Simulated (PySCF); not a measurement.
Os³⁰⁺: ionisation energy

Os³⁰⁺ [Kr] 4d10 → Os³¹⁺ [Kr] 4d9 [4d3/2^4 4d5/2^5, M_J = 5/2], as a difference of total energies. All numbers are calculated (PySCF 2.14, the two-component X2C-1e Hamiltonian, in an uncontracted even-tempered set (17 s from 2.8 bohr⁻², ratio 2.8; 14 p from 3.6 bohr⁻², ratio 2.8; 10 d from 3.6 bohr⁻², ratio 2.8; 3 f from 18 bohr⁻², ratio 3)). Correlated levels: [Ar] 3d10 frozen; the 102 highest virtual spinors dropped. "Screened" scales the spin-orbit matrix elements by Boettger's factors to mimic the two-electron term; Breit and QED terms are absent.

```
                    method  ionisation energy (eV)
 GHF (screened spin-orbit)                  1260.7
GMP2 (screened spin-orbit)                  1261.0
```

Breit and QED terms and the two-electron picture change are absent.

For comparison: 1262 ± 4 eV (theoretical estimate listed by NIST; NIST Atomic Spectra Database, ionization energies).
